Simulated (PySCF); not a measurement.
**Partial charges of `O=C1CO[C@@H]1[C@H](F)C(F)(F)F`**

Compound: C₅H₄F₄O₂.
Cartesian coordinates in Å at the PBE0-D3(BJ)/def2-SVP level; atoms count from 1:
```xyz
15
C5H4F4O2 angstrom
O      0.7633    2.2285   -0.1494
C      1.0495    1.0798   -0.0742
C      2.1613    0.1742   -0.5759
O      1.6049   -0.9102    0.1707
C      0.4857   -0.1651    0.6405
C     -0.8085   -0.7226    0.0929
F     -0.8421   -0.5622   -1.2650
C     -2.0494   -0.0685    0.6833
F     -3.1494   -0.6134    0.1753
F     -2.0635   -0.2533    2.0074
F     -2.0816    1.2368    0.4444
H      2.1514    0.0003   -1.6663
H      3.1799    0.4530   -0.2536
H      0.4407   -0.0902    1.7419
H     -0.8555   -1.8005    0.3235
```

Density: PBE0/pcSseg-1 (PySCF); schemes: Mulliken, IAO, Hirshfeld and ESP-fitted. The structure is a single PBE0-D3(BJ)/def2-SVP conformer in the gas phase; no vibrational or solvent corrections.

Problem. At which atom do the 4 schemes differ most?

Solution. At C8: from +0.252 (Hirshfeld) to +0.810 e (Mulliken), 0.558 e apart.

Problem. Which atoms carry the highest charge in the Mulliken, IAO, Hirshfeld and ESP-fitted schemes?

Solution. All schemes agree: Mulliken C8 (+0.810); IAO C8 (+0.800); Hirshfeld C8 (+0.252); ESP-fitted C8 (+0.510).

Problem. Which atoms carry the lowest charge in the Mulliken, IAO, Hirshfeld and ESP-fitted schemes?

Solution. The schemes don't all agree: Mulliken O4 (-0.487); IAO O4 (-0.412); Hirshfeld O1 (-0.206); ESP-fitted O1 (-0.407).

Problem. Tabulate the Mulliken, IAO, Hirshfeld and ESP-fitted charges.

Solution. In e:

```
atom                 environment  Mulliken     IAO  Hirshfeld  ESP-fitted
  O1               ketone oxygen    -0.292  -0.340     -0.206      -0.407
  C2      ketone carbonyl carbon    +0.202  +0.384     +0.161      +0.420
  C3  sp3 carbon bound to oxygen    +0.076  -0.115     +0.001      -0.036
  O4         cyclic ether oxygen    -0.487  -0.412     -0.161      -0.383
  C5  sp3 carbon bound to oxygen    -0.020  +0.001     +0.017      +0.171
  C6              sp3 C–F carbon    +0.149  +0.127     +0.032      -0.180
  F7              alkyl fluorine    -0.310  -0.304     -0.093      -0.128
  C8                  CF3 carbon    +0.810  +0.800     +0.252      +0.510
  F9     fluorine of a CF3 group    -0.252  -0.268     -0.083      -0.158
 F10     fluorine of a CF3 group    -0.268  -0.282     -0.081      -0.185
 F11     fluorine of a CF3 group    -0.248  -0.264     -0.077      -0.143
 H12          methylene hydrogen    +0.157  +0.168     +0.062      +0.121
 H13          methylene hydrogen    +0.153  +0.164     +0.062      +0.110
 H14            methine hydrogen    +0.172  +0.167     +0.054      +0.092
 H15            methine hydrogen    +0.157  +0.174     +0.059      +0.197
```

Mean size of the charges over all atoms: IAO 0.265 e, Mulliken 0.250 e, ESP-fitted 0.216 e, Hirshfeld 0.093 e. Each set sums to the total charge, 0, to within 0.001 e. The IAO scheme projects the occupied orbitals on a minimal set of polarised atomic orbitals and counts the electrons in each atom's part of it.

Problem. How many electrons does the IAO scheme count on C6?

Solution. Z − q = 6 − (+0.127) = 5.873.

Problem. How closely do the schemes follow one another over all atoms?

Solution. Correlation coefficient and root-mean-square difference: Mulliken with IAO 0.97, 0.073 e; IAO with Hirshfeld 0.97, 0.209 e; Hirshfeld with ESP-fitted 0.95, 0.151 e; Mulliken with Hirshfeld 0.94, 0.205 e; IAO with ESP-fitted 0.90, 0.141 e; Mulliken with ESP-fitted 0.85, 0.161 e.
